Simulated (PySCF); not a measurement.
Constitutional and geometric isomers with formula H2BNO. Gas-phase values, no solvent. One relaxed conformer stands for each flexible species; it need not be the lowest. Strings in code marks are SMILES.

Quantity: vertical ionisation energy (energy after one electron is removed minus that of the parent at the parent's geometry), in eV.

Case: `N=BO`. Geometry of `N=BO` (neutral, multiplicity 1, Å):

```xyz
5

N     -1.1424     0.0915    -0.2253
B      0.0448    -0.0397     0.0972
O      1.3140    -0.1862     0.4837
H     -2.0952     0.1927    -0.4748
H      1.9779    -0.1044    -0.2051
```

What vertical ionisation energy (energy after one electron is removed minus that of the parent at the parent's geometry) does minus the HOMO energy of HF/6-31G* // M06-2X/def2-TZVP (PySCF) give?

10.75 eV.
